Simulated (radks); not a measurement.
Results of a calculation; reference values are marked as such.
Species: La. Configuration: [Xe] 5d1 6s1 7s1 (not the ground configuration).

Level of theory: Dirac Kohn-Sham, PBE, spin-unpolarised, spherical densities, point nucleus; open shells fill j = l - 1/2 first (a radial shooting solver on a logarithmic mesh with Libxc functionals).

Energy parts (hartree):
part                       energy
total                  -8497.3692
kinetic                 9094.2975
electron-nucleus      -20668.1463
Hartree                 3280.2797
exchange-correlation    -203.8001

Orbitals (lengths in bohr, moments of r in powers of bohr):
orbital  occ.  eigenvalue (hartree)   <1/r>      <r^2>  small-component weight
1s1/2       2             -1423.032   62.03  0.0008536                4.44e-02
2s1/2       2             -226.5282   14.59    0.01356                9.62e-03
2p1/2       2             -213.6347   14.57   0.009960                9.65e-03
2p3/2       4             -198.4523   13.25    0.01123                9.09e-03
3s1/2       2             -48.53582   5.254    0.09283                2.93e-03
3p1/2       2             -43.10263   5.166    0.08769                2.87e-03
3p3/2       4             -40.14355   4.837    0.09532                2.71e-03
3d3/2       4             -30.63211   4.700    0.07846                2.59e-03
3d5/2       6             -29.99910   4.616    0.08063                2.55e-03
4s1/2       2              -9.88641   2.171     0.4829                8.95e-04
4p1/2       2              -7.88751   2.067     0.5176                8.30e-04
4p3/2       4              -7.25808   1.960     0.5595                7.81e-04
4d3/2       4              -3.98238   1.741     0.6736                6.40e-04
4d5/2       6              -3.87311   1.715     0.6906                6.27e-04
5s1/2       2              -1.53406  0.8530      2.724                1.99e-04
5p1/2       2              -0.99213  0.7530      3.454                1.59e-04
5p3/2       4              -0.89984  0.7154      3.774                1.46e-04
5d3/2       1              -0.21146  0.4711      9.010                6.57e-05
6s1/2       1              -0.20445  0.3070      19.26                3.06e-05
5d5/2       0              -0.20371  0.4625      9.339                6.35e-05
6p1/2       0              -0.10876  0.2379      32.61                1.84e-05
6p3/2       0              -0.10026  0.2254      36.25                1.67e-05
7s1/2       1              -0.04570  0.1172      121.1                5.01e-06
6d3/2       0              -0.02521  0.1110      132.6                4.09e-06
6d5/2       0              -0.02486  0.1103      134.4                4.07e-06

The highest occupied level is 7s1/2 at -1.243 eV. The configuration is held as typed, so some empty levels lie below it. The density falls to 0.001 e/bohr^3 at r = 4.81 bohr. Summed over all electrons, <r^2> = 189.6 bohr^2, which gives a Langevin (diamagnetic) susceptibility term of -150 x 10^-6 cm^3/mol.
